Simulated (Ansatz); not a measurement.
TaS₂⁺. Charge 1, multiplicity 3. Geometry r2SCAN-D4/def2-TZVP, that of the neutral doublet; atoms count from 1.

Cartesian coordinates in Å:
```
Ta -0.696 0.089 -0.474
S 1.031 1.379 -0.499
S -0.335 -1.468 0.973
```

In the def2 sets Ta takes a core potential; there is no spin–orbit coupling. At PBE0-D4/def2-TZVP a singlet of charge 1 lies 0.52 eV below the triplet at the same geometry. The structure comes from a short search, and lower isomers may exist.

Question: Estimate the Mulliken populations from the PBE0/def2-TZVP orbitals of Ansatz.

Answer: 
| atom | charge (e) | spin (α − β) | d electrons |
| --- | --- | --- | --- |
| Ta1 | 0.96 | 0.93 | 3.16 |
| S2 | 0.02 | 0.53 | – |
| S3 | 0.02 | 0.53 | – |
Mulliken values and Mayer orders depend strongly on the basis.

Question: Where does the spin sit?

Answer: Summed by element: Ta 0.93, S 1.07, of 2 unpaired in all. Largest on single atoms: Ta1 0.93, S2 0.53, S3 0.53.

Question: And the Mayer bond orders between bonded heavy atoms (over 0.3)?

Answer: Ta1–S2 2.12 (2.16 Å); Ta1–S3 2.12 (2.16 Å).
